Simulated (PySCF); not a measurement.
Solvent effects on NMR parameters

Atom-mapped SMILES (the numbers label the heavy atoms): `[CH3:1][S:2][c:3]1[cH:4][n:5][cH:6][p:7][cH:8]1` (H(Xn): hydrogen on atom n).

GIAO PBE0/pcSseg-1 in PySCF 2.14.0 with density-fitted response routines on one PBE0-D3(BJ)/def2-SVP conformer, non-relativistic, equivalent nuclei averaged. Solvents enter as an IEF-PCM continuum (benzene with ε = 2.3, acetonitrile with ε = 35.7) around the gas-phase geometry. Shifts are referred to TMS, CS2 computed in the same medium.

Gas phase, δ in ppm: C6 182.6, C8 167.6, C4 145.0, C3 144.2, C1 16.6, S2 5.8, H(C6) 10.01, H(C8) 9.07, H(C4) 8.32, H(C1) 2.35. Dipole moment 2.20 D.

(1) How does each δ change in the continuum?

(2) Which of the listed nuclei move most (in ppm), and what does the model miss? (N and O are left out, as their reference compounds move with the solvent too.)

Results:

(1) 
| atoms | environment | Δδ, benzene | Δδ, acetonitrile |
| --- | --- | --- | --- |
| C6 | aromatic CH next to a ring nitrogen | +0.6 | +1.5 |
| C8 | aromatic CH | +1.6 | +3.6 |
| C4 | aromatic CH next to a ring nitrogen | +1.2 | +2.7 |
| C3 | aromatic carbon bearing sulfur | +1.3 | +2.8 |
| C1 | methyl carbon bonded to S | +0.2 | +0.5 |
| S2 | sulfide sulfur | -0.6 | -1.2 |
| H(C6) | hydrogen on an aromatic CH next to a ring nitrogen | +0.01 | +0.02 |
| H(C8) | hydrogen on an aromatic CH | +0.14 | +0.32 |
| H(C4) | hydrogen on an aromatic CH next to a ring nitrogen | +0.07 | +0.18 |
| H(C1) | hydrogen on a methyl carbon bonded to S | +0.09 | +0.20 |

Changes are relative to the gas phase. The dipole moment becomes 2.52 D in benzene, 2.88 D in acetonitrile.

(2) C8 (aromatic CH, +3.6 ppm) in acetonitrile. A continuum only polarises the solute; specific hydrogen bonds, the anisotropy of aromatic solvents and changes of geometry or conformer are outside it.
